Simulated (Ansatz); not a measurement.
Harmonic frequencies (cm⁻¹) at PBE0-D4/def2-TZVP from Ansatz: 97, 338, 356, 399, 430, 457, 460, 530, 535, 601, 628, 638, 729, 739, 755, 766, 809, 841, 844, 850, 1574, 1586, 1892, 1895, 1900, 1903, 3536, 3536, 3611, 3611.

Q: Which molecule is it?
A. `F[B@H-]1[SH+][B@@H-](F)[SH+]1`
B. `[F][Al@H-]1[OH+][Al@@H-]([F])[OH+]1`
C. `[OH+]1[InH2-][OH+][InH2-]1`
D. `[NH2+]1[AlH2-][NH2+][AlH2-]1`

A: D.
